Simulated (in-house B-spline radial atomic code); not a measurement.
A fraction x of an electron is removed from 2p in the magnesium ion Mg⁵⁺, starting from [He] 2s2 2p3 and keeping the highest spin. Method: scalar-relativistic (X2C) OLYP, spin-polarised, spherical fractional occupations, Fermi nucleus of rms radius 3.057 fm. Calculated with an all-electron radial atomic-structure program (B-spline basis).

```csv
x,E(x) - E(0) (eV),2p up level (eV)
0,0.0000,-169.479
0.09,15.4012,-172.773
0.19,32.8624,-176.455
0.37,65.2246,-183.136
0.41,72.5799,-184.630
0.5,89.3483,-188.003
0.6,108.3367,-191.770
0.66,119.9109,-194.039
0.84,155.4534,-200.887
0.96,179.8355,-205.485
1,188.0856,-207.023
```

The exact functional would give a straight line between the two integer points. Deviations E(x) - E(0) - x[E(1) - E(0)], in eV: -1.527 at x = 0.09, -2.874 at x = 0.19, -4.367 at x = 0.37, -4.535 at x = 0.41, -4.695 at x = 0.5, -4.515 at x = 0.6, -4.226 at x = 0.66, -2.539 at x = 0.84, -0.727 at x = 0.96.

The curve lies below the straight line by up to 4.695 eV (at x = 0.5): convex, the delocalisation error that favours fractional charges.

**Question.** How well does Slater's transition state (minus the level at half occupation) give the ionisation energy?

**Answer.** It gives 188.003 eV against 188.086 eV from the two total energies; NIST lists 186.76 eV, ground level to ground level.
